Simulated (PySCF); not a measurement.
## LiGa: one state, many levels of theory

State: ¹Σ⁺ (singlet), closed shell. Set-up: basis Li pcseg-1, Ga pcseg-1; no relativity; PySCF 2.14. De refers to Li + Ga in their high-spin ground configurations, without counterpoise correction. A positive dipole means Li(−)Ga(+).

```tsv
Level	Re (Å)	ωe (cm⁻¹)	De (eV)	μ (D)	CPU s a point (SCF and correlation, without the integrals)
RHF-MP2	2.898	286	0.60	n/a	0.052
RHF-SCS-MP2	2.908	281	0.64	n/a	n/a
RHF-CCSD	2.901	271	0.77	n/a	n/a
RHF-CCSD(T)	2.902	268	0.82	n/a	0.38
PBE	2.897	268	0.96	-1.87	0.44
BP86	2.895	268	0.96	-2.06	0.3
r²SCAN	2.881	278	0.81	-2.63	0.52
B3LYP	2.872	278	0.92	-2.29	0.46
PBE0	2.879	281	0.86	-2.54	0.98
B97-3	2.886	281	0.95	-2.66	0.3
LC-ωPBE	2.823	308	0.68	-3.90	0.67
```

The bond length runs from 2.823 Å (LC-ωPBE) to 2.908 Å (RHF-SCS-MP2). De spans 0.60 eV (RHF-MP2, perturbation theory) to 0.96 eV (BP86, GGA).

Correlated steps freeze 9 core orbitals. Closed-shell solutions of metal pairs were not tested for spin polarisation, which can lower them a little. Correlated levels converge slowly with the basis: in double zeta they bind strong bonds too weakly, by up to about 1 eV, and carry superposition errors of some tenths. Where the molecule has an RHF reference, its open-shell atoms are computed with UHF.

The whole job (state search and all levels along the bond) took about 1.3 min on 1 thread of Intel Xeon Platinum 8488C (shared host), peak memory 0.43 GiB.
